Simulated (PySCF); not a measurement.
**W²⁺: excitation energy**

W²⁺ [Xe] 4f14 5d4 (5D) → W²⁺ [Xe] 4f14 5d3 6s1, s spin flipped, as a difference of total energies. Computed with PySCF 2.14 in aug-cc-pVTZ-PP with one added diffuse shell each of s, p, d, f, g type with ECP60MDF (7s7p6d4f3g, 113 functions), with scalar relativity through the core potential. Correlated levels: valence: 5s2 5p6 frozen. The calculations carry no spin-orbit coupling.

```csv
method,excitation energy (eV)
UHF,2.850
LDA,2.436
PBE,2.652
PBE0,2.767
r2SCAN,2.974
r2SCANh,2.953
BP86,2.512
wB97M-V,2.382
MP2 (valence),2.577
SCS-MP2 (valence),2.103
```

**Question.** How much does correlation contribute at MP2 (valence)?

**Answer.** 2.577 − (2.850) = -0.273 eV, measured against UHF.

The upper determinant mixes two multiplicities, so it lies between the two terms.
